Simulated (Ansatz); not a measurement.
Molecule: ZrF$_{2}$ (charge 0, triplet). The spin state was set by rule; other spins were not relaxed. SMILES: [F][Zr][F]
Geometry from a B3LYP-D3(BJ)/def2-TZVP (Ansatz, an electronic-structure program) optimisation:
```xyz
3

Zr     0.2137    -0.0001    -0.0501
F     -0.7420     1.3521    -1.0313
F     -0.2075    -1.3518     1.2538
```
Charge 0, spin multiplicity 3.

Wanted: vertical singlet-triplet gap (E(singlet) - E(triplet); the singlet is one closed-shell determinant, which may describe it poorly; each state is the SCF solution reached for its spin; for the singlet the Hartree-Fock reference is unstable and T1 is 0.020), in kcal/mol. Cores are frozen in the correlated levels unless marked. UHF or UKS for open shells. Spin-orbit coupling is left out. The frozen core is the preceding noble-gas configuration, with the filled d and f shells of earlier blocks. In def2 rows, elements after Kr have scalar-relativistic effective core potentials. Basis-set limits of correlation are two-point, X^-3; Hartree-Fock from the larger set. [CCSD(T)-MP2]/basis is that difference in the basis named.

```csv
level,program,vertical singlet-triplet gap (kcal/mol)
HF/def2-TZVPPD,Ansatz,31.8
HF/def2-QZVPPD,Ansatz,31.8
PBE/def2-TZVPD,Ansatz,12.7
BHLYP/def2-TZVPD,Ansatz,16.3
```

Problem. Estimate the value at RI-MP2/CBS(def2-TZVPPD,def2-QZVPPD)+[CCSD(T)-MP2]/def2-TZVPPD as computed with Ansatz.

Solution. 5.0 kcal/mol, so BHLYP/def2-TZVPD differs from it by 11.3 kcal/mol.
